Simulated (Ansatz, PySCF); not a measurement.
This Ansatz (a quantum-chemistry and plane-wave program) input computes a r2SCAN/def2-TZVPD energy:

Ansatz 0.2 input:
```yaml
crystal:
  periodic: [false, false, false]
  atoms:
    - {symbol: Te, position_ang: [-0.00086602, 0.04357642, -0.00046690]}
    - {symbol: H, position_ang: [-1.16344719, -1.15662377, 0.00586249]}
    - {symbol: H, position_ang: [1.20848046, -1.10935031, 0.01841644]}
basis:
  gaussian:
    orbitals: def2-TZVPD
hamiltonian:
  xc: {name: r2SCAN}
total_charge: 1
magnetization: {spin_polarized: true, initial_magnetization: 1}
output: {forces: true}
```

**Question.** Write an input for the same energy in PySCF and say what it gives.

**Answer.** 
```python
from pyscf import gto, scf, dft

mol = gto.M(
    atom='''
    Te   -0.00086602    0.04357642   -0.00046690
    H    -1.16344719   -1.15662377    0.00586249
    H     1.20848046   -1.10935031    0.01841644
    ''',
    basis='def2-tzvpd',
    ecp='def2-tzvp',
    charge=1,
    spin=1,
    verbose=4,
)

mf = dft.UKS(mol, xc='r2scan').density_fit(auxbasis='def2-universal-jkfit')
mf.grids.level = 4
mf.conv_tol = 1e-9
mf.max_cycle = 100
mf.max_memory = 1500
mf.kernel()
if not mf.converged:
    mf = mf.newton()
    mf.kernel(mf.make_rdm1())
for _ in range(2):
    mo, _, stable, _ = mf.stability(return_status=True)
    if stable:
        break
    mf.kernel(mf.make_rdm1(mo, mf.mo_occ))
mf.analyze()
```
It gives -268.98426 Eh, and Ansatz -268.98420 Eh, a difference of 0.06 mEh, from the treatment of integrals and grids.
